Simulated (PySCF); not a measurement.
Cartesian coordinates in Å; atom numbers follow the order of the lines, from 1:
```xyz
17

Si   -0.177   -0.252   -0.405
C    -0.231   -0.340    1.442
C     0.502    0.804    2.140
H     0.191   -1.317    1.734
H    -1.294   -0.369    1.737
H     0.435    0.714    3.234
H     1.570    0.818    1.873
H     0.079    1.782    1.862
N     1.442   -0.251   -0.961
C     2.552   -0.247   -1.411
O     3.637   -0.246   -1.838
N    -0.927    1.177   -0.971
C    -1.410    2.149   -1.479
O    -1.888    3.097   -1.959
N    -0.978   -1.587   -1.110
C    -1.507   -2.514   -1.654
O    -2.025   -3.418   -2.174
```

Theory: geometry: PBE0-D3(BJ)/def2-SVP, NMR shieldings at KT2/pcSseg-1/GIAO, in PySCF 2.14 (relativity neglected, fast rotation and ring inversion assumed for equivalent nuclei, gas phase, single conformer).

δ = σ(ref) − σ, references computed at the same level: TMS for 13C (σ = 183.22 ppm), 1H (σ = 31.18 ppm), 29Si (σ = 361.05 ppm); NH3 for 15N (σ = 264.30 ppm); 17O (σ = 330.66 ppm) against H2O.

```json
{"atoms": "H4/H5", "nucleus": "1H", "count": "2", "δ (ppm)": "?"}
{"atoms": "H6/H7/H8", "nucleus": "1H", "count": "3", "δ (ppm)": "1.06"}
{"atoms": "O11/O14/O17", "nucleus": "17O", "count": "3", "δ (ppm)": "136.0"}
{"atoms": "Si1", "nucleus": "29Si", "count": "1", "δ (ppm)": "-88.9"}
{"atoms": "C2", "nucleus": "13C", "count": "1", "δ (ppm)": "?"}
{"atoms": "C10/C13/C16", "nucleus": "13C", "count": "3", "δ (ppm)": "114.3"}
{"atoms": "N9/N12/N15", "nucleus": "15N", "count": "3", "δ (ppm)": "50.5"}
{"atoms": "C3", "nucleus": "13C", "count": "1", "δ (ppm)": "7.6"}
```

Problem. Complete the table.

Solution. 
- C2: 14.4 ppm, carbon bonded to C, Si, 2 H
- H4/H5: 0.74 ppm, hydrogen on a carbon bonded to C, Si

Shifts are as computed. Against solution values, carbons near 30 ppm lie about +2 ppm off and those near 130 ppm about -5 ppm. Of 1313 compounds with measured shifts, 239 miss one by over three times the rms of a fit or turn the order of signals round; such compounds aren't used in these exercises. Experimental scales use liquid or dissolved standards, which lie at an offset from isolated NH3 (liquid NH3: subtract about 20 ppm) and H2O (liquid H2O: subtract about 36 ppm).
